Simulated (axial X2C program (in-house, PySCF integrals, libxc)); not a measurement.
## CuF: properties at the nuclei

Computed with an axial X2C code built on PySCF integrals: two-component X2C with atomic mean-field Coulomb and Gaunt terms, Gaussian nuclei, basis Cu dyall-cv3z, F dyall-av3z with contracted cores.

R = 1.746 Å (near the PBE0 minimum at charge 0 of the determinant lowest at the starting distance; the state shown can have its own minimum elsewhere).

Determinant lowest in the PBE0 search, Ω = 0 (closed shell), highest spinor 67% Cu d, 18% F p, 14% Cu s:

```csv
level,qzz Cu (a.u.),qzz F (a.u.),μ (D)
PBE0,0.19,1.50,-5.07
HF,-1.25,0.84,-6.19
PBE50,-0.46,1.23,-5.59
BP86,0.90,1.80,-4.37
BHandHLYP,-0.35,1.25,-5.55
```

Determinant 1.43 eV from it at PBE0 and this distance, Ω = 1 (⟨Sz⟩ = 0.99, ⟨Lz⟩ = 0.01 at PBE0), spin on the atoms Cu 0.93, F 0.06:

| level | Eeff magnitude (GV/cm) | Ws magnitude Cu (kHz) | A∥/gI Cu (MHz) | qzz Cu (a.u.) | A∥/gI F (MHz) | qzz F (a.u.) | μ (D) |
| --- | --- | --- | --- | --- | --- | --- | --- |
| PBE0 | 1.36 | 0.624 | 2210 | 1.67 | 107 | 1.47 | -2.33 |
| HF | 1.55 | 0.687 | 1800 | 1.58 | 69.4 | 0.80 | -2.93 |
| PBE50 | 1.54 | 0.692 | 2100 | 1.74 | 87.2 | 1.14 | -2.74 |
| BP86 | 1.13 | 0.533 | 2370 | 1.42 | 136 | 1.91 | -1.73 |
| BHandHLYP | 1.59 | 0.708 | 2130 | 1.81 | 92.7 | 1.11 | -2.85 |

Eeff is the effective electric field on the electron electric dipole moment in this Ω state and Ws the scalar–pseudoscalar constant of the nucleus named (defined with the proton number Z and per Ω); A∥ (defined per Ω) follows by multiplying with gI = μI/(I μN); qzz is the electric field gradient, eQq0 = 234.96 MHz × Q/barn × qzz; μ is positive if the F end (last atom) is positive. The operators were transformed with the bare-nucleus X2C matrices; with these basis sets, hyperfine constants and field gradients can be off by tens of per cent, and where levels differ in sign neither size nor sign is settled.

Each state is one determinant with collinear spin, which with several unpaired electrons need not be a pure state. Unrestricted Hartree–Fock can overshoot spin polarisation at the nuclei. A closed determinant beside an open π² or δ² triplet, such as (π1/2)², mixes with its partner pair into the 0⁺ component of the triplet and ¹Σ⁺, so its energy is not that of a level, and 0⁺ can lie lowest. With several open shells hyperfine constants can be off by a factor of several. Open-shell Ω = 0 determinants with evenly filled partner blocks cannot be reached by this program, so the Ω shown need not be the lowest component. At HF a later determinant lies lower. The search compared states at one distance, so a state with another bond length can lie lower. Further determinants of the search, some of them spin-mixed, are not shown. Where a field gradient or hyperfine factor spreads by more than a factor of two over the levels, a constant derived from it is not to be relied on. PBE0 term energies can be off by some tenths of an eV.
